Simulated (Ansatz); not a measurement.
Reaction (ligand exchange at the Si–N bond): `[SiH3]NCBCl` + `C=CN[SiH2]Cl` → `C=CN([SiH3])[SiH2]Cl` + `NCBCl`

Gas-phase electronic energies from Ansatz, PBE0-D4/def2-TZVP geometries. CBS: MP2 limit from def2 TZ/QZ plus the TZ coupled-cluster correction, frozen cores. DFT in def2-TZVPP. One conformer a species, not always the lowest.

```tsv
species	PBE-D4 energy (Eh)
`[SiH3]NCBCl`	-871.21381
`C=CN[SiH2]Cl`	-883.89241
`C=CN([SiH3])[SiH2]Cl`	-1174.45313
`NCBCl`	-580.65279
```

**Question.** Work out ΔE.

**Answer.** ΔE = (-1174.45313) + (-580.65279) − (-871.21381) − (-883.89241) = 0.00030 Eh = +0.01 eV. CCSD(T)/CBS gives -0.02 eV.

Largest T1 diagnostic among the species: 0.011.

The D4 term adds −0.11 eV with B3LYP and −0.06 eV with PBE0; it sums over pairs of atoms, weighted by their polarisabilities, and B3LYP, whose exchange is more repulsive, gets the larger term. In def2-TZVPP, CCSD(T) changes the Hartree–Fock value by −0.18 eV (the triples alone add −0.03 eV) and MP2 by −0.20 eV.

B3LYP here is the variant with VWN-RPA as its local correlation; programs differ in this.
